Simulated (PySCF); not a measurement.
Question: Write Cartesian coordinates for InChI=1S/GeH6N2/c2-1-3/h1-3H2 as optimised with PBE0-D3(BJ)/def2-SVP.

Answer: 
```
atom  x, y, z in Å
N1     1.435   -0.332    0.403
Ge2   -0.233    0.400    0.227
N3    -1.510   -0.889   -0.082
H4     1.461   -1.187    0.953
H5     1.919   -0.496   -0.475
H6    -0.654    1.056    1.554
H7    -0.089    1.453   -0.897
H8    -2.454   -0.625    0.190
H9    -1.539   -1.269   -1.024
```

Any rigid rotation of these coordinates is as good. Atoms count from 1 in this order. Ge2 (germanium bonded to 2 N and 2 H) is distorted tetrahedral (angles from 104.7° to 114.8°). N1 (nitrogen bonded to Ge and 2 H) is pyramidal (angles 114.6°, 114.3° and 108.6°, sum 337.5°, 0.33 Å off the plane of its three neighbours).

Bonds between heavy atoms (Å): N1–Ge2 1.830, Ge2–N3 1.840.

Method: PySCF 2.14.0, PBE0-D3(BJ)/def2-SVP geometry optimisation, gas phase.

Whether it is a minimum is left open (no frequencies). One conformer, not necessarily the lowest (H–N1–Ge2–N3 -42° and 84°, N1–Ge2–N3–H 156° and -76°).
